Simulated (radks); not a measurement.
Values are calculated unless marked as measured or tabulated.
Species: Tb LXI. Configuration: [He] 2s2 2p1.

Code: a radial shooting solver on a logarithmic mesh with Libxc functionals. Model: Dirac Kohn-Sham, relativistic LDA (MacDonald-Vosko exchange, VWN5 correlation), spin-unpolarised, spherical densities, finite nucleus; open shells fill j = l - 1/2 first; Fermi nuclear charge, rms radius 5.06 fm.

Energy parts (hartree):
part                       energy
total                  -6017.2167
kinetic                 6845.9873
electron-nucleus      -13047.3113
Hartree                  231.3814
exchange-correlation     -47.2740

Orbitals (lengths in bohr, moments of r in powers of bohr; r(90%) holds 90 % of the orbital's charge):
orbital  occ.  eigenvalue (hartree)  r(90%)      <r^2>       <r^4>  small-component weight
1s1/2       2             -2127.977  0.0389  0.0006319   1.059e-06                5.86e-02
2s1/2       2             -515.4301   0.135   0.009015   0.0001376                1.42e-02
2p1/2       1             -508.3991   0.118   0.006384  0.00008051                1.41e-02
2p3/2       0             -477.8501   0.126   0.007414   0.0001044                1.32e-02
3s1/2       0             -220.4830   0.296    0.04732    0.003260                6.03e-03
3p1/2       0             -218.2132   0.281    0.04152    0.002615                5.99e-03
3p3/2       0             -209.3657   0.293    0.04537    0.003095                5.73e-03

The highest occupied level is 2p1/2 at -13834.2 eV. Summed over all electrons, <r^2> = 0.02568 bohr^2, which gives a Langevin (diamagnetic) susceptibility term of -0.0203 x 10^-6 cm^3/mol.
